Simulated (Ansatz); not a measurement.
```yaml
crystal:
  periodic: [false, false, false]
  atoms:
    - {symbol: O, position_ang: [-0.582294, -0.434974, 1.481059]}
    - {symbol: C, position_ang: [0.335647, 0.124328, 0.721108]}
    - {symbol: B, position_ang: [0.128072, 0.632997, -0.728508]}
    - {symbol: S, position_ang: [0.845969, -1.133267, -0.979517]}
    - {symbol: S, position_ang: [-1.098524, -0.569734, -1.483915]}
    - {symbol: H, position_ang: [1.252875, 0.307199, 1.280309]}
    - {symbol: H, position_ang: [0.576754, 1.595533, -1.258749]}
    - {symbol: H, position_ang: [-1.366298, -0.579281, 0.912516]}
basis:
  gaussian: {orbitals: STO-3G}
hamiltonian: {xc: {name: M06-2X}}
scf: {lower_state_search: full}
output: {forces: true}
```

```sh
$ ansatz run in.yaml --threads 2 --pin off --events-out ev --progress --plain --max-ram 4352MiB
```

Shortened log:

```
Error: YAML parse error: error: line 14 column 19: hamiltonian.xc: no functional is named "M06-2X"; the names, which are not case-sensitive, are SVWN5, SPW92, PBE, PBE0, PBEsol, revPBE, revPBE0, RPBE, rPW86-PBE, HSE06, wPBEh, LC-wPBE, HISS, HF, BLYP, B3LYP, B3LYP5, BHLYP, CAM-B3LYP, r2SCAN, r2SCANh, r2SCAN0, r2SCAN50, m-r2SCAN, B97, wB97, wB97X, wB97X-V, B97M-V, wB97M-V, B2PLYP, B2GP-PLYP, PBE0-DH, PBE-QIDH
12 | basis:
13 |   gaussian: {orbitals: STO-3G}
14 | hamiltonian: {xc: {name: M06-2X}}
15 | scf: {lower_state_search: full}
16 | output: {forces: true}
```

**Question.** Something in this input is off. What?

**Answer.** The method's name isn't one that the program takes here. The program refused the input.

HSE06 is defined as in plane-wave codes.
